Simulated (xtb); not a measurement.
C2H6Sb, charge +1, singlet, at a GFN2-xTB geometry, atoms displaced at random by about 0.05 Å a coordinate; GFN2-xTB run with xtb.

Input for xtb:
```
$ xtb mol.xyz --gfn 2 --chrg 1 --opt --input xcontrol --json

# file mol.xyz
9

Sb     0.20836558     0.06648844     0.33686530
C      0.56774620    -0.02585232    -1.73894637
H      0.60531574    -1.03972197    -2.06446112
H      1.43059496     0.40214668    -2.11458714
H     -0.29389157     0.57852548    -2.27471767
C     -1.86262685    -0.29034029     0.17682579
H     -2.03053342    -1.16703488    -0.51388696
H     -2.33684333     0.64161588    -0.16173730
H     -2.25277885    -0.60108359     1.16886168

# file xcontrol
$opt
  engine=lbfgs
$end
```

What the program printed (banner, timings and long lists left out):

```
   ID    Z sym.   atoms
    1   51 Sb     1
    2    6 C      2, 6
    3    1 H      3-5, 7-9

           -------------------------------------------------
          |                Calculation Setup                |
           -------------------------------------------------

           -------------------------------------------------
          |                 G F N 2 - x T B                 |
           -------------------------------------------------

          ...................................................
          :                      SETUP                      :
          :.................................................:
          :  # basis functions                  24          :
          :  # atomic orbitals                  23          :
          :  # shells                           13          :
          :  # electrons                        18          :
          :  max. iterations                   250          :
          :  Hamiltonian                  GFN2-xTB          :
          :  restarted?                      false          :
          :  GBSA solvation                  false          :
          :  PC potential                    false          :
          :  electronic temp.          300.0000000     K    :
          :  accuracy                    1.0000000          :
          :  -> integral cutoff          0.2500000E+02      :
          :  -> integral neglect         0.1000000E-07      :
          :  -> SCF convergence          0.1000000E-05 Eh   :
          :  -> wf. convergence          0.1000000E-03 e    :
          :  Broyden damping             0.4000000          :
          :  net charge                          1          :
          :  unpaired electrons                  0          :
          ...................................................

 iter      E             dE          RMSdq      gap      omega  full diag
   1     -9.1923176 -0.919232E+01  0.167E+01    1.86       0.0  T
   2     -9.1974255 -0.510791E-02  0.114E+01    1.87       1.0  T
   3     -9.1965093  0.916278E-03  0.271E+00    2.14       1.0  T
   4     -9.1979787 -0.146940E-02  0.525E-01    2.02       1.0  T
   5     -9.1981441 -0.165419E-03  0.323E-01    2.09       1.0  T
   6     -9.1982749 -0.130823E-03  0.141E-01    2.05       1.0  T
   7     -9.1982888 -0.138993E-04  0.616E-02    2.06       1.0  T
   8     -9.1982986 -0.981178E-05  0.242E-02    2.07       1.4  T
   9     -9.1982997 -0.103067E-05  0.656E-03    2.06       5.1  T
  10     -9.1982997 -0.636465E-07  0.331E-03    2.06      10.1  T
  11     -9.1982997 -0.130024E-07  0.643E-04    2.06      51.8  T
  12     -9.1982997 -0.393262E-09  0.125E-04    2.06     266.5  T

   *** convergence criteria satisfied after 12 iterations ***

         :::::::::::::::::::::::::::::::::::::::::::::::::::::
         ::                     SUMMARY                     ::
         :::::::::::::::::::::::::::::::::::::::::::::::::::::
         :: total energy              -9.087467666048 Eh    ::
         :: gradient norm              0.098240850388 Eh/a0 ::
         :: HOMO-LUMO gap              2.063353079766 eV    ::
         ::.................................................::
         :: SCC energy                -9.198298593087 Eh    ::
         :: -> isotropic ES            0.119476907591 Eh    ::
         :: -> anisotropic ES         -0.011722017891 Eh    ::
         :: -> anisotropic XC          0.000139995986 Eh    ::
         :: -> dispersion             -0.003535802832 Eh    ::
         :: repulsion energy           0.110830927039 Eh    ::
         :: add. restraining           0.000000000000 Eh    ::
         :: total charge               1.000000000000 e     ::
         :::::::::::::::::::::::::::::::::::::::::::::::::::::

      -----------------------------------------------------------
     |                       L-ANC optimizer                     |
      -----------------------------------------------------------
          low memory version by Sebastian Ehlert

          ...................................................
          :                      SETUP                      :
          :.................................................:
          :   energy convergence        0.5000000E-05 Eh    :
          :   grad. convergence         0.1000000E-02 Eh/a0 :
          :   optimization log               true           :
          :   writing optlog all                1     steps :
          :   Hessian reset                    20     steps :
          :   maximium step len.        1.0000000     a0    :
          :   LBFGS images                     20           :
          ...................................................
 * calculating model hessian...
Using Lindh-Hessian (1995)
 Shifting diagonal of input Hessian by    1.0000000000000000E-002
 Lowest  eigenvalues of input Hessian
    0.000000    0.000000    0.000000    0.000000    0.000000    0.000000
    0.011130    0.011372    0.011569    0.018162    0.019078    0.021708
    0.027948    0.061435    0.076982    0.097097    0.102903    0.110487
 Highest eigenvalues
    0.607651    0.645028    0.958639    1.034048    1.047804    1.156563

........................................................................
.............................. CYCLE    1 ..............................
........................................................................

 iter      E             dE          RMSdq      gap      omega  full diag
   1     -9.2043719 -0.920437E+01  0.777E-01    2.12       0.0  T
   2     -9.2044332 -0.613047E-04  0.678E-01    2.08       1.0  T
   3     -9.2045196 -0.864502E-04  0.323E-01    2.11       1.0  T
   4     -9.2045202 -0.567536E-06  0.177E-01    2.09       1.0  T
   5     -9.2045430 -0.228715E-04  0.962E-02    2.10       1.0  T
   6     -9.2045442 -0.115075E-05  0.367E-02    2.10       1.0  T
   7     -9.2045444 -0.245525E-06  0.867E-03    2.10       3.8  T
   8     -9.2045445 -0.621816E-08  0.474E-03    2.10       7.0  T
[...]
 * total energy  :    -9.0980043 Eh     change       -0.1053667E-01 Eh
 * total energy  :    -9.0983944 Eh     change       -0.3900319E-03 Eh
 * total energy  :    -9.0993672 Eh     change       -0.9728535E-03 Eh
 * total energy  :    -9.0993842 Eh     change       -0.1699100E-04 Eh
 * total energy  :    -9.0994184 Eh     change       -0.3416786E-04 Eh
 * total energy  :    -9.0994206 Eh     change       -0.2258014E-05 Eh
   *** GEOMETRY OPTIMIZATION CONVERGED AFTER 6 CYCLES ***
[...]
   1     -9.2108086 -0.921081E+01  0.702E-05    2.05       0.0  T
   2     -9.2108086 -0.380140E-12  0.181E-05    2.05    1839.9  T
   3     -9.2108086 -0.177636E-13  0.340E-05    2.05     981.6  T

   *** convergence criteria satisfied after 3 iterations ***

         :::::::::::::::::::::::::::::::::::::::::::::::::::::
         ::                     SUMMARY                     ::
         :::::::::::::::::::::::::::::::::::::::::::::::::::::
         :: total energy              -9.099420635636 Eh    ::
         :: gradient norm              0.000379410921 Eh/a0 ::
         :: HOMO-LUMO gap              2.053432106439 eV    ::
         ::.................................................::
         :: SCC energy                -9.210807421980 Eh    ::
         :: -> isotropic ES            0.119257285732 Eh    ::
         :: -> anisotropic ES         -0.012053169119 Eh    ::
         :: -> anisotropic XC         -0.000159168488 Eh    ::
         :: -> dispersion             -0.003523726764 Eh    ::
         :: repulsion energy           0.111386786344 Eh    ::
         :: add. restraining           0.000000000000 Eh    ::
         :: total charge               1.000000000000 e     ::
         :::::::::::::::::::::::::::::::::::::::::::::::::::::

           -------------------------------------------------
          |                Property Printout                |
           -------------------------------------------------

    * Orbital Energies and Occupations

         #    Occupation            Energy/Eh            Energy/eV
      -------------------------------------------------------------
         1        2.0000           -1.1045267             -30.0557
         2        2.0000           -0.7743388             -21.0708
         3        2.0000           -0.7633331             -20.7714
         4        2.0000           -0.6716016             -18.2752
         5        2.0000           -0.6695514             -18.2194
         6        2.0000           -0.6627473             -18.0343
         7        2.0000           -0.6621175             -18.0171
         8        2.0000           -0.6269508             -17.0602
         9        2.0000           -0.6093150             -16.5803 (HOMO)
        10                         -0.5338527             -14.5269 (LUMO)
        11                         -0.4110392             -11.1849
        12                         -0.3492767              -9.5043
        13                         -0.1983001              -5.3960
        14                         -0.1897712              -5.1639
        15                         -0.1624427              -4.4203
        16                         -0.0930124              -2.5310
        17                         -0.0137573              -0.3744
        18                         -0.0089140              -0.2426
        19                          0.0268390               0.7303
        20                          0.0443086               1.2057
       ...                                ...                  ...
        23                          0.2895389               7.8788
      -------------------------------------------------------------
                  HL-Gap            0.0754622 Eh            2.0534 eV
             Fermi-level           -0.5715838 Eh          -15.5536 eV

     #   Z          covCN         q      C6AA      α(0)
     1  51 Sb       1.784     0.575   379.530    38.157
     2   6 C        3.664    -0.186    24.447     7.092
     3   1 H        0.926     0.133     1.509     1.921
     4   1 H        0.925     0.128     1.548     1.946
     5   1 H        0.926     0.136     1.488     1.907
     6   6 C        3.664    -0.186    24.446     7.092
     7   1 H        0.926     0.136     1.487     1.907
     8   1 H        0.926     0.133     1.509     1.921
     9   1 H        0.925     0.128     1.549     1.946

 Mol. C6AA /au·bohr⁶  :       1330.190021
 Mol. C8AA /au·bohr⁸  :      77754.290090
 Mol. α(0) /au        :         63.889196

Wiberg/Mayer (AO) data.
largest (>0.10) Wiberg bond orders for each atom

 ---------------------------------------------------------------------------
     #   Z sym  total        # sym  WBO       # sym  WBO       # sym  WBO
 ---------------------------------------------------------------------------
     1  51 Sb   2.508 --     6 C    1.129     2 C    1.129
     2   6 C    3.971 --     1 Sb   1.129     4 H    0.951     5 H    0.932
                             3 H    0.929
     3   1 H    0.982 --     2 C    0.929
     4   1 H    0.984 --     2 C    0.951
     5   1 H    0.981 --     2 C    0.932
     6   6 C    3.971 --     1 Sb   1.129     9 H    0.951     7 H    0.932
                             8 H    0.929
     7   1 H    0.981 --     6 C    0.932
     8   1 H    0.982 --     6 C    0.929
     9   1 H    0.984 --     6 C    0.951
 ---------------------------------------------------------------------------

Topologies differ in total number of bonds
Writing topology from bond orders to xtbtopo.mol

molecular dipole:
                 x           y           z       tot (Debye)
 q only:       -0.501      -0.107      -0.569
   full:       -0.308      -0.057      -0.327       1.151
molecular quadrupole (traceless):
                xx          xy          yy          xz          yz          zz
 q only:        2.337       1.018      -4.053      -1.711       0.090       1.716
  q+dip:        2.382       1.066      -4.346      -1.303       0.251       1.964
   full:        0.548      -0.145      -0.239      -1.788      -0.204      -0.309

optimized geometry written to: xtbopt.xyz

           -------------------------------------------------
          | TOTAL ENERGY               -9.099420635636 Eh   |
          | GRADIENT NORM               0.000379410921 Eh/α |
          | HOMO-LUMO GAP               2.053432106439 eV   |
           -------------------------------------------------

normal termination of xtb
```
